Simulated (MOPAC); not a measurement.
Input for MOPAC: AM1 on F2Pb (SMILES [F][Pb][F]), a point of a bond scan (R = 3.597 Å).

```
AM1 1SCF PRECISE CHARGE=0 THREADS=1
F2Pb

Pb     0.02962032 1    -0.01891666 1     0.24316538 1
F      1.10719885 1     2.48230192 1    -2.10701140 1
F     -0.91525349 1    -1.23799932 1    -1.11571404 1
```

Program output:

```
*******************************************************************************
 **                                                                           **
 **                              MOPAC v23.2.5                                **
 **                                                                           **
 *******************************************************************************
 ** MOPAC's Digital Object Identifier: https://doi.org/10.5281/zenodo.6511958 **
 **                                                                           **
 ** Please cite the open-source release paper for use of this MOPAC version:  **
 ** J. E. Moussa and J. J. P. Stewart (2026)                                  **
 ** MOPAC: An open-source semiempirical molecular orbital program             **
 ** J. Open Source Softw., 11(119), 8025, https://doi.org/10.21105/joss.08025 **
 *******************************************************************************

                              AM1 CALCULATION RESULTS

 *******************************************************************************
 *  AM1        - The AM1 Hamiltonian to be used
 *
 *
 *
 *                 CHARGE ON SYSTEM = 0
 *
 *
 *
 *  PRECISE    - TIGHTER CRITERIA TO BE USED
 *  1SCF       - DO 1 SCF AND THEN STOP
 *  THREADS=1  - MULTI-THREADING NOT USED
 *  T=         - A TIME OF 172800.0 SECONDS REQUESTED
 *  DUMP=N     - RESTART FILE WRITTEN EVERY 7200.0 SECONDS REQUESTED
 *******************************************************************************
AM1 1SCF PRECISE CHARGE=0 THREADS=1
 F2Pb

   ATOM   CHEMICAL          X               Y               Z
  NUMBER   SYMBOL      (ANGSTROMS)     (ANGSTROMS)     (ANGSTROMS)

     1      Pb          0.02962032  *  -0.01891666  *   0.24316538  *
     2       F          1.10719885  *   2.48230192  *  -2.10701140  *
     3       F         -0.91525349  *  -1.23799932  *  -1.11571404  *



          CARTESIAN COORDINATES

    NO.       ATOM           X           Y           Z

     1        Pb          0.0296     -0.0189      0.2432
     2         F          1.1072      2.4823     -2.1070
     3         F         -0.9153     -1.2380     -1.1157

  F: (AM1): M.J.S. DEWAR AND E. G. ZOEBISCH, THEOCHEM, 180, 1 (1988).
 Pb: (AM1): J. J. P. STEWART, J. MOL. MOD., 10, 155-164 (2004)

           Empirical Formula: Pb F2  =     3 atoms



      MOLECULAR POINT GROUP   :   Cs


      RHF CALCULATION, NO. OF DOUBLY OCCUPIED LEVELS = 9


 -------------------------------------------------------------------------------
 AM1 1SCF PRECISE CHARGE=0 THREADS=1
 F2Pb



     1SCF WAS SPECIFIED, SO BFGS WAS NOT USED
     SCF FIELD WAS ACHIEVED


                              AM1 CALCULATION
                                                       MOPAC v23.2.5 Linux




          FINAL HEAT OF FORMATION =         12.91704 KCAL/MOL =      54.04491 KJ/MOL


          COSMO AREA              =        108.74 SQUARE ANGSTROMS
          COSMO VOLUME            =         89.32 CUBIC ANGSTROMS

          IONIZATION POTENTIAL    =          8.120022 EV
          HOMO LUMO ENERGIES (EV) =         -8.120 -2.583
          NO. OF FILLED LEVELS    =          9
          MOLECULAR WEIGHT        =        245.1968         POINT GROUP:  Cs

          MOLECULAR DIMENSIONS (Angstroms)

            Atom       Atom       Distance
            F     3    F     2     4.34898
            F     2   Pb     1     1.68840
            F     3    F     2     0.00000


          SCF CALCULATIONS        =          1





   ATOM   CHEMICAL          X               Y               Z
  NUMBER   SYMBOL      (ANGSTROMS)     (ANGSTROMS)     (ANGSTROMS)

     1      Pb          0.02962032  *  -0.01891666  *   0.24316538  *
     2       F          1.10719885  *   2.48230192  *  -2.10701140  *
     3       F         -0.91525349  *  -1.23799932  *  -1.11571404  *

                             CARTESIAN COORDINATES

   1   Pb        0.029620320    -0.018916660     0.243165380
   2    F        1.107198850     2.482301920    -2.107011400
   3    F       -0.915253490    -1.237999320    -1.115714040


           Empirical Formula: Pb F2  =     3 atoms



      MOLECULAR POINT GROUP   :   Cs


                  EIGENVALUES
 -44.89753 -39.12708 -19.13958 -13.01901 -12.77234 -12.30431  -9.35661  -9.34788
  -8.12002  -2.58251  -1.66001  -0.58185


              NET ATOMIC CHARGES AND DIPOLE CONTRIBUTIONS

  ATOM NO.   TYPE          CHARGE      No. of ELECS.   s-Pop       p-Pop
    1         Pb           1.130839        2.8692     1.95262     0.91654
    2          F          -0.557146        7.5571     1.99586     5.56129
    3          F          -0.573694        7.5737     1.89464     5.67905
 DIPOLE           X         Y         Z       TOTAL
 POINT-CHG.    -0.280    -3.334    10.034    10.577
 HYBRID        -0.674    -0.729    -1.463     1.768
 SUM           -0.954    -4.064     8.571     9.533


          ATOMIC ORBITAL ELECTRON POPULATIONS

     Atom    s        px        py        pz
    1 Pb   1.95262   0.20397   0.32350   0.38907
    2  F   1.99586   1.95396   1.78308   1.82425
    3  F   1.89464   1.85554   1.89281   1.93070

 **********************
 *                    *
 * JOB ENDED NORMALLY *
 *                    *
 **********************




 == MOPAC DONE ==
```

The run finished.

Cost: around 0.03 core-seconds (rough).
